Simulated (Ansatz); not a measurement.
C2HN, SMILES `[CH]C#N` (lower triplet) (charge 0, multiplicity 3). This triplet lies 0.67 eV below the relaxed singlet at the level B3LYP/cc-pVTZ // PBE0-D3(BJ)/def2-TZVP (Ansatz, a first-principles code).

Cartesian coordinates (Å):
```xyz
4

C     -0.6887    -0.0210     0.1888
C      0.6018     0.0112     0.0154
N      1.7923     0.0377    -0.0625
H     -1.7053    -0.0279    -0.1417
```
Charge 0, spin multiplicity 3.

Frozen-core energies in cc-pVTZ from Ansatz at a geometry from PBE0-D3(BJ)/def2-TZVP; the HF reference has <S^2> = 2.36 and the T1 diagnostic is 0.043.

```csv
level,energy (Ha),difference from CCSDT(Q) (mHa)
HF,-130.72297,468.30
MP2,-131.12335,67.92
CCSD,-131.16543,25.84
CCSD(T),-131.18789,3.38
CCSDT,-131.18943,1.84
CCSDT(Q),-131.19127,0.00
```
